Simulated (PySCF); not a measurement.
Run record: geometry optimisation, `[SiH2](N([SiH3])[SiH3])Br`.

Computed with PBE0-D3(BJ)/def2-SVP geometry optimisation, gas phase (PySCF 2.14.0). Start geometry: GFN2-xTB. A driver script takes a list of jobs; this job's settings line and coordinates (Å) are shown.

Input:
```
{"job": {"xc": "PBE0", "basis": "def2-SVP", "d3": "d3bj", "grid": 1, "maxiter": 30, "shake": 0.01, "kind": "geom"}, "charge": 0, "multiplicity": 1}
Si    -0.999510    -1.353880    -0.558080
N     -0.103190    -0.037620     0.165890
Si    -0.745130     1.588720     0.322950
Si     1.622810    -0.280490     0.420980
Br     2.648780    -0.071510    -1.504960
H     -2.428670    -1.010460    -0.343870
H     -0.685760    -1.416000    -1.986650
H     -0.604050    -2.548040     0.126380
H     -2.176580     1.499520     0.262920
H     -0.289830     2.064430     1.654740
H     -0.178060     2.432530    -0.718710
H      1.844630    -1.643590     0.867740
H      2.100390     0.759510     1.280340
```

Task: What does the run print?

Result: 
```
step   0  E = -3500.93588478  max force = 0.030481
step   1  E = -3500.94430901  max force = 0.005789
step   2  E = -3500.94463167  max force = 0.001817
step   3  E = -3500.94467459  max force = 0.000721
step   4  E = -3500.94473018  max force = 0.001511
step   5  E = -3500.94483600  max force = 0.001500
step   6  E = -3500.94496168  max force = 0.000765
step   7  E = -3500.94516995  max force = 0.000822
step   8  E = -3500.94536842  max force = 0.002361
step   9  E = -3500.94540076  max force = 0.001213
step  10  E = -3500.94541382  max force = 0.000586
step  11  E = -3500.94542574  max force = 0.000391
optimisation converged
```

Energies in Eh; «max force» is the largest Cartesian gradient component in Eh/bohr.

Task: Give the first gradient maximum in eV/Å.

Result: With 1 Eh/bohr = 51.422 eV/Å, 1.567 eV/Å.

Task: How much energy does the optimisation release, in eV?

Result: E(step 0) − E(last step) = 0.009541 Eh, which is 0.260 eV.

Summary of the converged run: final energy -3500.94543 Eh after 11 steps; dipole 1.62 D.

Time: 1.8 min wall; peak memory 0.59 GiB. Hardware: an Intel Xeon at 2.60 GHz with one thread, on a shared host.
Labels such as C1 count atoms from 1, the log's own numbers from 0.
